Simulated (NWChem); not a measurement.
Program: NWChem. System: HFSSn, charge 0, spin multiplicity 1, at a geometry optimised with PBE/def2-SVP with def2 effective core potentials on Sn. The structure started from a generated list of species. Level: PBE/def2-SVP with def2 effective core potentials on Sn.

Output (cleaned and shortened):

```
             Northwest Computational Chemistry Package (NWChem) 7.3.0
             --------------------------------------------------------

                                NWChem Input Module
                                -------------------

 Scaling coordinates for geometry "geometry" by  1.889725989
 (inverse scale =  0.529177249)

 Turning off AUTOSYM since
 SYMMETRY directive was detected!

                             Geometry "geometry" -> ""
                             -------------------------

 Output coordinates in angstroms (scale by  1.889725989 to convert to a.u.)

  No.       Tag          Charge          X              Y              Z
 ---- ---------------- ---------- -------------- -------------- --------------
    1 Sn                  50.0000    -0.50360600    -0.27646000     0.00000000
    2 F                    9.0000     0.89853600    -1.67334700     0.00000000
    3 S                   16.0000     1.06692900     1.64727200     0.00000000
    4 H                    1.0000     0.02262000     2.52677300     0.00000000

 Effective nuclear repulsion energy (a.u.)     330.2897354244

            Nuclear Dipole moment (a.u.)
            ----------------------------
        X                 Y               Z
 ---------------- ---------------- ----------------
     0.0000151178     0.0000037795     0.0000000000

      Symmetry information
      --------------------

 Group name             Cs
 Group number              2
 Group order               2
 No. of unique centers     4

      Symmetry unique atoms

     1    2    3    4


 Summary of "ao basis" -> "" (spherical)
 ------------------------------------------------------------------------------
       Tag                 Description            Shells   Functions and Types
 ---------------- ------------------------------  ------  ---------------------
 *                          def2-svp                  on all atoms

 Summary of "ao basis" -> "ao basis" (spherical)
 ------------------------------------------------------------------------------
       Tag                 Description            Shells   Functions and Types
 ---------------- ------------------------------  ------  ---------------------
 Sn                         def2-svp                10       26   4s4p2d
 F                          def2-svp                 6       14   3s2p1d
 S                          def2-svp                 8       18   4s3p1d
 H                          def2-svp                 3        5   2s1p
[...]
 Vector   23  Occ=2.000000D+00  E=-2.329977D-01  Symmetry=a"
              MO Center=  9.0D-01,  1.4D+00, -4.3D-15, r^2= 2.2D+00
   Bfn.  Coefficient  Atom+Function         Bfn.  Coefficient  Atom+Function
  ----- ------------  ---------------      ----- ------------  ---------------
    53      0.605239  3 S  pz                50      0.421125  3 S  pz
    47      0.242665  3 S  pz                13      0.148281  1 Sn pz
    32      0.133116  2 F  pz                16      0.125468  1 Sn pz
    35     -0.100947  2 F  pz                18     -0.052110  1 Sn d -1
    23      0.049522  1 Sn d -1              10     -0.048924  1 Sn pz

 Vector   24  Occ=2.000000D+00  E=-2.309130D-01  Symmetry=a'
              MO Center=  2.0D-01,  4.1D-01, -3.2D-16, r^2= 4.4D+00
   Bfn.  Coefficient  Atom+Function         Bfn.  Coefficient  Atom+Function
  ----- ------------  ---------------      ----- ------------  ---------------
     3      0.345080  1 Sn s                 51      0.338438  3 S  px
    52      0.324947  3 S  py                 4      0.284835  1 Sn s
    11     -0.283932  1 Sn px                30     -0.263792  2 F  px
    48      0.235985  3 S  px                49      0.234297  3 S  py
    33      0.195662  2 F  px                 2     -0.144372  1 Sn s

 Vector   25  Occ=0.000000D+00  E=-1.173938D-01  Symmetry=a"
              MO Center= -3.5D-01, -1.2D-01,  4.2D-15, r^2= 3.7D+00
   Bfn.  Coefficient  Atom+Function         Bfn.  Coefficient  Atom+Function
  ----- ------------  ---------------      ----- ------------  ---------------
    13      0.579683  1 Sn pz                16      0.521451  1 Sn pz
    53     -0.302102  3 S  pz                32      0.187959  2 F  pz
    50     -0.178887  3 S  pz                10     -0.174633  1 Sn pz
     7     -0.162027  1 Sn pz                35     -0.155245  2 F  pz
    47     -0.101067  3 S  pz                25      0.039867  1 Sn d  1

 Vector   26  Occ=0.000000D+00  E=-4.790587D-02  Symmetry=a'
              MO Center= -5.7D-01, -2.7D-01,  7.4D-16, r^2= 4.2D+00
   Bfn.  Coefficient  Atom+Function         Bfn.  Coefficient  Atom+Function
  ----- ------------  ---------------      ----- ------------  ---------------
    15      0.767805  1 Sn py                12      0.441821  1 Sn py
    29      0.270365  2 F  s                 51      0.222024  3 S  px
    30      0.194936  2 F  px                14     -0.191483  1 Sn px
    44     -0.172423  3 S  s                 33     -0.166168  2 F  px
    52      0.161911  3 S  py                 9     -0.140973  1 Sn py

 Vector   27  Occ=0.000000D+00  E=-2.303639D-02  Symmetry=a'
              MO Center= -2.6D-01, -3.4D-04, -4.2D-15, r^2= 4.7D+00
   Bfn.  Coefficient  Atom+Function         Bfn.  Coefficient  Atom+Function
  ----- ------------  ---------------      ----- ------------  ---------------
    14      0.746873  1 Sn px                 3      0.486336  1 Sn s
    44     -0.418089  3 S  s                 11      0.414715  1 Sn px
    52      0.393951  3 S  py                51      0.298450  3 S  px
    15      0.218061  1 Sn py                43     -0.218253  3 S  s
    31      0.192472  2 F  py                29     -0.189496  2 F  s

 center of mass
 --------------
 x =  -0.09088858 y =  -0.10203721 z =   0.00000000

 moments of inertia (a.u.)
 ------------------
         553.172520950007        -155.905070897569           0.000000000000
        -155.905070897569         290.125281525767           0.000000000000
           0.000000000000           0.000000000000         843.297802475773

     Multipole analysis of the density
     ---------------------------------

     L   x y z        total         alpha         beta         nuclear
     -   - - -        -----         -----         ----         -------
     0   0 0 0     -0.000000    -24.000000    -24.000000     48.000000

     1   1 0 0     -1.253939    -13.950460    -13.950460     26.646981
     1   0 1 0      0.452836     -7.087655     -7.087655     14.628146
     1   0 0 1      0.000000      0.000000      0.000000      0.000000

     2   2 0 0    -33.113582    -72.015120    -72.015120    110.916658
     2   1 1 0     -0.266518    -31.752251    -31.752251     63.237983
     2   1 0 1      0.000000      0.000000      0.000000      0.000000
     2   0 2 0    -32.990049   -153.414874   -153.414874    273.839700
     2   0 1 1     -0.000000     -0.000000     -0.000000      0.000000
     2   0 0 2    -30.263563    -15.131782    -15.131782      0.000000

 Task  times  cpu:        4.5s     wall:        4.5s

 Total times  cpu:        4.5s     wall:        4.5s
```

Problem. Write an NWChem input that would produce this output.

Solution. This is not unique; one that fits is 
```
start mol
memory heap 200 mb stack 900 mb global 1100 mb
geometry units angstroms nocenter noautoz
  Sn    -0.503606    -0.276460     0.000000
  F      0.898536    -1.673347     0.000000
  S      1.066929     1.647272     0.000000
  H      0.022620     2.526773     0.000000
  symmetry group Cs
end
basis spherical
  * library def2-svp
end
ecp
  Sn library def2-ecp
end
dft
  xc xpbe96 cpbe96
  semidirect memsize 60000000 filesize 0
  iterations 100
end
task dft energy
```
